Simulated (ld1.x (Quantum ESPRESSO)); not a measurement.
## Logarithmic derivatives: Hg (Z = 80), TM

```
Element                 : mercury
Generator               : ld1.x (Quantum ESPRESSO) 7.5
Type                    : norm-conserving Troullier–Martins (Kleinman–Bylander form)
Functional              : PBE
Relativity              : non-relativistic
Frozen core             : [Xe] 4f14
Valence charge          : 12
Reference configuration : 5d10 6s1.5 6p0 (charge +0.5)
Partial waves           : 6s (bound): rc 2.45 bohr; 6p (bound, empty): rc 2.25 bohr; 5d (bound): rc 2.00 bohr
Local potential         : all-electron potential smoothed inside 2.15 bohr (lloc = -1)
Core correction         : Bessel-smoothed model core inside 1.75 bohr
```

The phase is arctan(r·u′/u) with u = r·R(r), unwrapped; energies in Ry, scanned from -3 to 5 Ry. A pole is an energy at which the radial function vanishes at the test radius. The pseudo phase is shifted by a multiple of π to meet the all-electron one at the reference energy, and phase errors are pseudo minus all-electron; the curves can meet again beyond the range given. Levels narrower than the energy grid can be missing from the lists of poles.

| channel | radius (bohr) | reference energy (Ry) | poles, all-electron | poles, pseudo | unbroken range about the reference energy with phases within 0.05 rad | phase error 1 Ry above the reference energy (rad) |
| --- | --- | --- | --- | --- | --- | --- |
| s | 2.65 | -0.63 | 1.58 | -1.37, 1.59 | -1.2 to 3.8 | +0.004 |
| p | 2.65 | -0.30 | 2.77 | 1.06, 4.07 | below 0.1 | -0.156 |
| d | 2.65 | -1.18 | -0.96 | -0.96 | below 1.3 | +0.003 |

Note: ghost state, extra bound levels that the all-electron valence spectrum of the same l lacks: s at -18.8 eV. A true bound ghost makes a file unfit for plane-wave use.

Phases in the d channel:

```csv
E (Ry),all-electron,pseudo
-3.00,1.331,1.332
-2.76,1.316,1.317
-2.52,1.297,1.298
-2.28,1.271,1.271
-2.04,1.231,1.232
-1.80,1.160,1.161
-1.56,0.974,0.976
-1.32,-0.188,-0.186
-1.08,-1.442,-1.442
-0.84,-1.642,-1.641
-0.60,-1.724,-1.723
-0.36,-1.778,-1.776
-0.12,-1.823,-1.820
0.12,-1.868,-1.864
0.36,-1.918,-1.912
0.60,-1.980,-1.970
0.84,-2.060,-2.045
1.08,-2.175,-2.149
1.32,-2.351,-2.304
1.56,-2.637,-2.551
1.80,-3.078,-2.938
2.04,-3.576,-3.425
2.28,-3.949,-3.836
2.52,-4.180,-4.102
2.76,-4.323,-4.268
3.00,-4.418,-4.376
3.24,-4.486,-4.452
3.48,-4.536,-4.507
3.72,-4.575,-4.550
3.96,-4.606,-4.583
4.20,-4.632,-4.611
4.44,-4.655,-4.635
4.68,-4.674,-4.655
4.92,-4.692,-4.673
```
